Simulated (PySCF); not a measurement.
## Core-level binding energies of dimethyl(thiophen-2-yl)phosphine oxide

Species: dimethyl(thiophen-2-yl)phosphine oxide, C₆H₉OPS.
Geometry (PBE0-D3(BJ)/def2-SVP, Å), atoms numbered from 1 in this order:
```xyz
18
C6H9OPS angstrom
C     -2.0247   -1.1301   -0.4917
P     -1.1669    0.1262    0.4975
C     -1.6014    1.7105   -0.2755
O     -1.4291    0.0524    1.9689
C      0.5885   -0.1035    0.1352
C      1.5366   -0.2777    1.1162
C      2.8492   -0.4287    0.5916
C      2.8759   -0.3677   -0.7779
S      1.3082   -0.1275   -1.4341
H     -3.1098   -1.0017   -0.3651
H     -1.7650   -1.0583   -1.5584
H     -1.7381   -2.1206   -0.1109
H     -2.6832    1.8783   -0.1680
H     -1.0644    2.5079    0.2572
H     -1.3257    1.7329   -1.3403
H      1.2649   -0.2917    2.1729
H      3.7410   -0.5775    1.2018
H      3.7379   -0.4536   -1.4391
```

Computed with PySCF, delta-SCF UKS SCAN, pcX-2 on the ionised atom, pcseg-1 elsewhere, spin-free X2C. Vertical ΔSCF values, vacuum level as zero.

Q: List the computed XPS lines with their assignment.

A: 
| atom(s) | bonded to | level | binding energy (eV) | 2p1/2 (eV) | above the level's lowest (eV) | count |
| --- | --- | --- | --- | --- | --- | --- |
| C1/C3 | 3 H and P | C 1s | 290.74 | – | +0.33 | 2 |
| P2 | O (double bond) and 3 C | P 2p3/2 | 137.80 | 138.68 | 0.00 | 1 |
| P2 | O (double bond) and 3 C | P 1s | 2151.80 | – | 0.00 | 1 |
| O4 | P (double bond) | O 1s | 535.83 | – | 0.00 | 1 |
| C5 | S (aromatic in the SMILES), C (aromatic in the SMILES) and P | C 1s | 290.50 | – | +0.09 | 1 |
| C6 | 2 C (aromatic in the SMILES) and H | C 1s | 290.41 | – | 0.00 | 1 |
| C7 | 2 C (aromatic in the SMILES) and H | C 1s | 290.51 | – | +0.10 | 1 |
| C8 | S (aromatic in the SMILES), C (aromatic in the SMILES) and H | C 1s | 290.84 | – | +0.43 | 1 |
| S9 | 2 C (aromatic in the SMILES) | S 1s | 2478.04 | – | 0.00 | 1 |

The listed C 1s values span 0.43 eV, from C6 (bonded to 2 C (aromatic in the SMILES) and H) to C8 (bonded to S (aromatic in the SMILES), C (aromatic in the SMILES) and H). Summing the Pauling electronegativity differences to the bonded atoms, each weighted by its formal bond order, gives -0.35 for the lowest site and -0.30 for the highest; no listed site has a larger sum than the highest. The smallest sum, -1.41, belongs to C1/C3, 0.33 eV above the lowest. The values 290.50 and 290.51 eV lie too close for their order to be trusted.

Q: Which photon energy gives electrons from C 1s of C5 a kinetic energy of 100 eV, and what is their de Broglie wavelength?

A: hν = 290.50 + 100 = 390.50 eV, recoil neglected; λ = 12.264 Å/√(E/eV) = 1.23 Å.

The first atom of each set that the bonding makes equivalent was ionised and stands for the set. Not every level is listed. The 2p values add to the ΔSCF energy of one spin-free hole a correction within the shell (spin–orbit coupling, ligand field). 2p1/2 minus 2p3/2 (ligand field included): P 0.89 eV. Isolated species at its PBE0-D3(BJ)/def2-SVP geometry (one conformer only).

The run took 2.5 min on an Arm Neoverse V1 with one thread, shared host with 32 logical CPUs at a one-minute load of 12, and the process peaked at 0.97 GiB of memory.
